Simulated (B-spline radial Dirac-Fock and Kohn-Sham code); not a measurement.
# Subshell cross sections of Ce⁴⁺, photon energy 1130 eV

System: Ce⁴⁺, [Kr] 4d10 5s2 5p6.

Input file task.json (cfg lists n, l and occupation; rrms is the nuclear radius in fm):

```json
{"items": [{
  "Z": 58,
  "q": 4,
  "cfg": [[1, 0, 2], [2, 0, 2], [2, 1, 6], [3, 0, 2], [3, 1, 6], [3, 2, 10], [4, 0, 2], [4, 1, 6], [4, 2, 10], [5, 0, 2], [5, 1, 6]],
  "A": 140,
  "rrms": 4.8771,
  "do": ["binding", "quiet", "photo"],
  "hv": [27.6, 31.1, 69.4, 192.0, 201.0, 419.0, 545.0, 622.0, 1130.0, 1690.0, 3500.0, 3820.0, 4680.0, 5060.0, 5350.0, 7570.0, 10200.0, 11000.0, 24000.0, 24800.0, 47800.0, 93800.0, 157000.0, 158000.0]
}]}
```

Launch: `python xray_run.py task.json out`

Calculated with a B-spline atomic structure program, using the independent-particle Dirac-Slater model, thresholds from Dirac-Fock. The asymmetry parameter β is from the dipole term alone. Kinetic energies are from the vacuum level.

| subshell | electrons | binding (eV) | kinetic (eV) | σ (kb) | β |
| --- | --- | --- | --- | --- | --- |
| M4 (3d3/2) | 4 | 961.9 | 168.1 | 560 | 0.60 |
| M5 (3d5/2) | 6 | 943.5 | 186.5 | 819 | 0.69 |
| N1 (4s) | 2 | 357.3 | 772.7 | 27.8 | 1.97 |
| N2 (4p1/2) | 2 | 293.9 | 836.1 | 32.1 | 1.64 |
| N3 (4p3/2) | 4 | 274.7 | 855.3 | 68.9 | 1.64 |
| N4 (4d3/2) | 4 | 168.2 | 961.8 | 74.7 | 1.32 |
| N5 (4d5/2) | 6 | 164.9 | 965.1 | 109 | 1.33 |
| O1 (5s) | 2 | 88.83 | 1041.2 | 5.90 | 1.98 |
| O2 (5p1/2) | 2 | 67.88 | 1062.1 | 5.98 | 1.70 |
| O3 (5p3/2) | 4 | 64.57 | 1065.4 | 12.5 | 1.70 |

Branching ratios of the spin-orbit partners (statistical value in brackets): 3d 1.46 (1.50), 4p 2.15 (2.00), 4d 1.46 (1.50), 5p 2.09 (2.00).

Run: 11 s of CPU time on 1 thread of AMD EPYC 7571 (shared host), peak memory 0.38 GiB.
